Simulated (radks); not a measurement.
Initial-state core-level shifts of neutral calcium when its valence configuration changes from [Ar] 4s2. Calculated with a radial shooting solver on a logarithmic mesh with Libxc functionals: non-relativistic Kohn-Sham, BLYP, spin-unpolarised, spherical densities, point nucleus. Shifts are changes of the shell-averaged eigenvalues in eV (positive: less bound); the change of the density at the nucleus, which sets a Mossbauer isomer shift, is in e/bohr^3, on a base of 5329.

[
 {"valence": "3d0.5 4s1.5", "1s": "+1.461", "2s": "+1.769", "2p": "+1.739", "3s": "+1.548", "density at nucleus": "-1.5001"},
 {"valence": "4s1.5 4p0.5", "1s": "-0.711", "2s": "-0.711", "2p": "-0.710", "3s": "-0.694", "density at nucleus": "-0.8186"},
 {"valence": "3d2", "1s": "+2.553", "2s": "+3.362", "2p": "+3.283", "3s": "+2.951", "density at nucleus": "-4.4507"},
 {"valence": "4s1 4p1", "1s": "-1.378", "2s": "-1.378", "2p": "-1.376", "3s": "-1.344", "density at nucleus": "-1.7363"},
 {"valence": "3d1 4s1", "1s": "+2.176", "2s": "+2.691", "2p": "+2.640", "3s": "+2.367", "density at nucleus": "-2.6180"},
 {"valence": "4p2", "1s": "-2.616", "2s": "-2.618", "2p": "-2.614", "3s": "-2.551", "density at nucleus": "-3.8329"}
]
